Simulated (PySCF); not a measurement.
Radial density of Ar (argon, neutral)

MN15, [Ar], closed-shell 1S. Calculation: PySCF 2.14, in def2-TZVPPD (6s6p4d1f, 51 functions); no relativity, point nucleus.

| r (bohr) | 4πr²ρ (e/bohr) |
| --- | --- |
| 0.00161 | 0.1182 |
| 0.00271 | 0.3227 |
| 0.00456 | 0.8514 |
| 0.00766 | 2.157 |
| 0.0129 | 5.050 |
| 0.0217 | 10.44 |
| 0.0365 | 17.43 |
| 0.0613 | 20.81 |
| 0.103 | 16.56 |
| 0.174 | 15.69 |
| 0.292 | 21.08 |
| 0.491 | 11.67 |
| 0.826 | 4.526 |
| 1.39 | 5.537 |
| 2.34 | 1.786 |
| 3.93 | 0.1281 |
| 6.61 | 0.0005966 |
